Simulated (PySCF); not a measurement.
A structure optimised at PBE0-D3(BJ)/def2-SVP, used in a PySCF frequency run:

```
Nb
F 1 1.8396
F 1 1.8396 2 122.65
F 1 1.8594 2 92.54 3 94.64
F 1 1.8666 2 92.01 4 171.68
S 1 2.3640 2 118.67 5 -88.02
H 6 1.3524 1 95.23 2 90.81
```

**Question.** Write its SMILES, formula and point group.

**Answer.** [F][Nb]([F])([F])([F])[SH], F₄HNbS, Cs

**Question.** What are its rotational constants (standard atomic weights)?

**Answer.** 2.1818, 1.6715, 1.5040 GHz
